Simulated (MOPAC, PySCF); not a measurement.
Series: triple bonds. All species are isolated molecules in the gas phase. Strings in code marks are SMILES.

Quantity: vertical ionisation energy (energy after one electron is removed minus that of the parent at the parent's geometry), in eV.

Level 1: PBE0-D4/def2-TZVP (PySCF)
Level 2: minus the HOMO energy of AM1 // PBE0-D4/def2-TZVP (MOPAC)
Level 3: minus the HOMO energy of PM7 // PBE0-D4/def2-TZVP (MOPAC)
Level 4: minus the HOMO energy of SVWN5/6-31G* // PBE0-D4/def2-TZVP (PySCF)

```json
[
 {"species": "`B=N`", "level 1": "11.32", "level 2": "11.20", "level 3": "11.73", "level 4": "6.95"},
 {"species": "`[Si-]#[S+]`", "level 1": "10.40", "level 2": "8.91", "level 3": "9.91", "level 4": "7.00"},
 {"species": "`[O+]#[Ge-]`", "level 1": "10.98", "level 2": "9.40", "level 3": "8.83", "level 4": "7.32"},
 {"species": "`B=O`", "level 1": "13.50", "level 2": "14.01", "level 3": "12.80", "level 4": "8.81"},
 {"species": "`B=S`", "level 1": "11.13", "level 2": "10.72", "level 3": "10.09", "level 4": "7.43"}
]
```
